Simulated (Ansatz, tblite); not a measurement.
Spin states of SiTe2⁺ (the lowest doublet isomer of a short search), each relaxed with B3LYP-D4/def2-TZVP in Ansatz. Electronic energies in the gas phase.

In the def2 sets Te takes a core potential, while STO-3G treats all electrons; there is no spin–orbit coupling. The xTB rows come from tblite. LC-ωPBE has ω = 0.4 bohr⁻¹. Correlated methods freeze 13 core orbitals; core or outer-core shells of Te are correlated, in sets that lack core-valence functions. In CCSD on the charge 1 quartet the largest single amplitude is 0.15, so its Hartree–Fock determinant may place the open shell otherwise than the density functionals do. The structure comes from a short search, and lower isomers may exist.

Doublet geometry (C2v within 0.1 Å):

```xyz
3

Si   -1.389   -0.397    0.231
Te    1.107   -0.725    0.775
Te    0.281    1.122   -1.006
```

Quartet geometry (C2v within 0.1 Å):

Cartesian coordinates in Å:
```
Si -0.750 -0.740 0.303
Te -0.885 1.261 -1.094
Te 1.635 -0.521 0.790
```

⟨S²⟩: doublet 0.77 at PBE0-D4/def2-TZVP (pure 0.75), quartet 3.83 at PBE0-D4/def2-TZVP (pure 3.75).

Run but left out: HF/def2-TZVP, HF/def2-TZVPP, PBE-QIDH/def2-TZVP, MP2/def2-TZVP, MP2/def2-TZVPP (quartet: ⟨S²⟩ 3.98 to 4.13, where a pure state has 3.75).

Only these spin states were relaxed. The quartet has other bonds than the doublet, so the gap mixes isomer and spin.

| level | quartet − doublet (kJ/mol) | lowest of these | remarks |
| --- | --- | --- | --- |
| GFN1-xTB | 190.2 | doublet | – |
| HF/STO-3G | 90.7 | doublet | spin-contaminated (⟨S²⟩ 4.00) (quartet) |
| PBE-D4/def2-TZVP | 127.3 | doublet | – |
| LC-ωPBE/def2-TZVP | 132.4 | doublet | spin-contaminated (⟨S²⟩ 3.96) (quartet) |
| ωB97M-V/def2-TZVP | 146.4 | doublet | – |
| RPA@PBE/def2-TZVP | 127.1 | doublet | – |
| CCSD/def2-TZVPP | 128.3 | doublet | spin-contaminated (⟨S²⟩ 0.85) (doublet), spin-contaminated (⟨S²⟩ 4.13) (quartet) |
| CCSD(T)/def2-TZVPP | 134.6 | doublet | spin-contaminated (⟨S²⟩ 0.85) (doublet), spin-contaminated (⟨S²⟩ 4.13) (quartet) |

The xTB methods have no term that favours high spin, so they put low spin too low.
